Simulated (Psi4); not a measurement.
C2HO (SMILES [CH-]=C=O), charge -1, singlet, geometry from GFN2-xTB (a gas-phase anion, which may not be bound at this level); MP2/def2-SVPD run with Psi4 1.11.

Psi4 was given this input:
```
memory 2 GB

molecule mol {
-1 1
  C     0.017882   -0.126888   -1.227557
  C     0.012039   -0.079027   -0.004614
  H     0.100932   -0.678824   -2.129085
  O    -0.035057    0.239289    1.190263
}

set basis def2-svpd
set reference rhf
set freeze_core true
set mp2_type conv
set scf_type pk
set puream true
set d_convergence 1e-8

energy('mp2')
print_variables()
```

It wrote (shortened):

```
   => Loading Basis Set <=

    Name: DEF2-SVPD
    Role: ORBITAL
    Keyword: BASIS

         ---------------------------------------------------------
                                   SCF
               by Justin Turney, Rob Parrish, Andy Simmonett
                          and Daniel G. A. Smith
                              RHF Reference
         ---------------------------------------------------------

  ==> Geometry <==

    Molecular point group: c1
    Full point group: C1

    Geometry (in Angstrom), charge = -1, multiplicity = 1:

       Center              X                  Y                   Z               Mass
    ------------   -----------------  -----------------  -----------------  -----------------
         C            0.020319884066    -0.143284253285    -1.278928150293    12.000000000000
         C            0.014476884066    -0.095423253285    -0.055985150293    12.000000000000
         H            0.103369884066    -0.695220253285    -2.180456150293     1.007825032230
         O           -0.032619115934     0.222892746715     1.138891849707    15.994914619570

  Running in c1 symmetry.

  Rotational constants: A =     62.04543  B =      0.36172  C =      0.35962 [cm^-1]
  Rotational constants: A = 1860075.26834  B =  10843.96349  C =  10781.11121 [MHz]
  Nuclear repulsion =   52.136429029953703

  Charge       = -1
  Multiplicity = 1
  Electrons    = 22
  Nalpha       = 11
  Nbeta        = 11

  ==> Algorithm <==

  SCF Algorithm Type is PK.
  DIIS enabled.
  MOM disabled.
  Fractional occupation disabled.
  Guess Type is SAD.
  Energy threshold   = 1.00e-08
  Density threshold  = 1.00e-08
  Integral threshold = 1.00e-12

  ==> Primary Basis <==

  Basis Set: DEF2-SVPD
    Blend: DEF2-SVPD
    Number of shells: 29
    Number of basis functions: 71
    Number of Cartesian functions: 77
    Spherical Harmonics?: true
    Max angular momentum: 2

  ==> Integral Setup <==

  Using in-core PK algorithm.
   Calculation information:
      Number of atoms:                   4
      Number of AO shells:              29
      Number of primitives:             49
      Number of atomic orbitals:        77
      Number of basis functions:        71

      Integral cutoff                 1.00e-12
      Number of threads:                 1

  Performing in-core PK
  Using 6535692 doubles for integral storage.
  We computed 93885 shell quartets total.
  Whereas there are 94830 unique shell quartets.

[...]
  @RHF Final Energy:  -151.00507897121102
    Total Energy =                       -151.0050789712110202
  DIE_IF_NOT_CONVERGED          => (empty)
[...]
  WRITER_FILE_LABEL             => (empty)
  ZORA_BASIS_TOLERANCE          => (empty)
  ZORA_NR_DEBUG                 => (empty)
  ZORA_PRUNING_SCHEME           => (empty)
  ZORA_RADIAL_POINTS            => (empty)
  ZORA_SPHERICAL_POINTS         => (empty)

 ==============================================================================
 ==============================================================================
 ==============================================================================

                             MP2
                    Program Written by Ugur Bozkaya,
              Additional Contributions by J. P. Misiewicz

 ==============================================================================
 ==============================================================================
 ==============================================================================

	MO spaces per irreps...

	IRREP   FC    OCC   VIR  FV
	==============================
	   A     3     8    60    0
	==============================

	Cost of iabc is     16 MB
	Cost of abcd is     96 MB
	Switching to the incore algorithm for iabc..
	Switching to the incore algorithm for abcd..

	Computing MP2 energy using SCF MOs (Canonical MP2)...
	==============================================================================
	Nuclear Repulsion Energy (a.u.)    :    52.13642902995370
	SCF Energy (a.u.)                  :  -151.00507897121102
	REF Energy (a.u.)                  :  -151.00507897121102
	Alpha-Alpha Contribution (a.u.)    :    -0.06374068311474
	Alpha-Beta Contribution (a.u.)     :    -0.34114270256112
	Beta-Beta Contribution (a.u.)      :    -0.06374068311474
	Scaled_SS Correlation Energy (a.u.):    -0.04249378874316
	Scaled_OS Correlation Energy (a.u.):    -0.40937124307334
	SCS-MP2 Total Energy (a.u.)        :  -151.45694400302753
	SOS-MP2 Total Energy (a.u.)        :  -151.44856448454047
	SCSN-MP2 Total Energy (a.u.)       :  -151.22944617577488
	SCS-MP2-VDW Total Energy (a.u.)    :  -151.50548231360401
	SOS-PI-MP2 Total Energy (a.u.)     :  -151.48267875479658
	MP2 Correlation Energy (a.u.)      :    -0.46862406879060
	MP2 Total Energy (a.u.)            :  -151.47370304000162
	==============================================================================

  Variable Map:
  ----------------------------------------------------------------------------
[...]
  Array Variable Map:
  ----------------------------------------------------------------------------
[...]
[...]
```
